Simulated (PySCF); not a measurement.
ORD: `C(=C=CC)=C=CC`, C7H8

Cartesian coordinates in Å; atom numbers follow the order of the lines, from 1:
```xyz
15

C    -3.540    0.446    0.360
C    -2.459   -0.585    0.268
C    -1.179   -0.329    0.085
C     0.065   -0.067   -0.090
C     1.309    0.188   -0.273
C     2.589    0.452   -0.447
C     3.579    0.684    0.652
H    -3.138    1.463    0.258
H    -4.297    0.289   -0.427
H    -4.067    0.374    1.326
H    -2.762   -1.638    0.360
H     2.964    0.508   -1.479
H     4.039    1.682    0.558
H     4.400   -0.051    0.597
H     3.110    0.608    1.641
```

Level of theory: PySCF, TDDFT CAM-B3LYP/aug-cc-pVDZ circular dichroism and optical rotation, one conformer, gas phase. Geometry: PBE0-D3(BJ)/def2-SVP.

No stereocentre is labelled: unless the shape is locked (an allene, a helicene, a hindered biaryl), the mirror image is equally populated and a measured rotation or CD is zero. Singlets 9 and 10 lie within 0.01 eV of each other, so their separate moments and overlaps can depend on how they mix.

**Question.** Give the optical rotatory dispersion at 633, 589.3, 546, 436, 405, 365 nm.

**Answer.** [α] in deg dm⁻¹ (g/mL)⁻¹:
```tsv
λ (nm)	origin-invariant length gauge	modified velocity gauge	length gauge (centre of mass)	isotropic polarisability (au)
633	+173.2	+174.2	+170.8	123.1
589.3	+205.5	+206.7	+202.6	124.5
546	+248.0	+249.5	+244.5	126.2
436	+453.9	+457.8	+447.1	134.2
405	+568.1	+574.4	+559.4	138.2
365	+820.6	+837.2	+807.8	145.9
```

The shortest wavelength is close to the first absorption, where this undamped response comes out too large.

**Question.** And for the mirror image at 589.3 nm?

**Answer.** -205.5 deg dm⁻¹ (g/mL)⁻¹ (origin-invariant length gauge): the same size and the opposite sign.

**Question.** What is the molar rotation [Φ] = [α]·M/100 of the geometry above at 589.3 nm?

**Answer.** With M = 92.14 g/mol, +189.3 deg cm² dmol⁻¹ (origin-invariant length gauge).

The first excitation lies at 3.78 eV (328 nm) with R = +0.3 × 10⁻⁴⁰ esu² cm² (velocity form).
